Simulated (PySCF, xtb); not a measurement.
In(Cl)(NH2)2 (ClH₄InN₂), SMILES [NH2][In]([NH2])[Cl]. The values are those of a single conformer.

Harmonic wavenumbers (cm⁻¹) from GFN2-xTB run with xtb at its own minimum, in rising order: 91, 99, 106, 129, 180, 300, 417, 463, 595, 627, 635, 692, 1446, 1458, 3346, 3351, 3377, 3381.

Q: What does PBE-D3(BJ)/def2-SVP (PySCF) give at its own minimum? (An estimate is asked for; the answer gives what the named calculation found.)

A: 100, 107, 124, 167, 231, 343, 482, 484, 608, 610, 776, 826, 1473, 1486, 3413, 3414, 3516, 3516. Paired by order, the mean absolute difference is 56 cm⁻¹ and the zero-point energies are 29.6 and 31.0 kcal/mol.
